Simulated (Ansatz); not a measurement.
Born–Oppenheimer molecular dynamics of Cl₂H₅HfNOSi (11 atoms, charge 0, multiplicity 1). It starts from a relaxed structure.

The calculation used RKS PBE/def2-SVP in Ansatz 0.2.0.

```json
{"ensemble": "NVT, Langevin thermostat", "time step": "0.5 fs", "steps asked": "250", "set temperature": "1000 K", "friction": "0.02 /fs", "seed": "847255"}
```

First frame:

```xyz
11
Properties=species:S:1:pos:R:3
Hf 0.019 -0.198 0.049
N 0.059 -0.041 2.062
H -0.586 0.506 2.644
H 0.738 -0.504 2.679
Cl 2.094 0.578 -0.818
O -1.467 0.901 -0.518
Si -2.740 1.782 -1.190
H -4.002 1.466 -0.438
H -2.438 3.249 -1.077
H -2.900 1.402 -2.635
Cl -0.299 -2.483 -0.531
```

Question: How far do the bonds stretch over the last three quarters of this one trajectory? (Pairs bonded in most of those frames.)

Answer: 
```tsv
bond	mean (Å)	spread (Å)	shortest	longest
Hf1–N2	2.076	0.090	1.89	2.21
Hf1–Cl5	2.479	0.029	2.40	2.51
Hf1–O6	1.950	0.053	1.84	2.02
Hf1–Cl11	2.390	0.072	2.27	2.49
N2–H3	1.041	0.061	0.92	1.21
N2–H4	1.038	0.026	0.98	1.10
O6–Si7	1.701	0.054	1.57	1.78
Si7–H8	1.531	0.075	1.40	1.68
Si7–H9	1.542	0.076	1.41	1.69
Si7–H10	1.530	0.077	1.36	1.72
```

Pairs bonded in part of these frames only: Hf1–H4 34 %, Hf1–Si7 26 %.

Mean temperature of the second half: 1364 K. The mean temperature of the second half is 36 % above the set value. A run of 0.12 ps of so small a system gives no equilibrium averages.

Time of the run: 11 min on 4 threads of Arm Neoverse V1, on a shared host, peak memory 0.22 GiB.
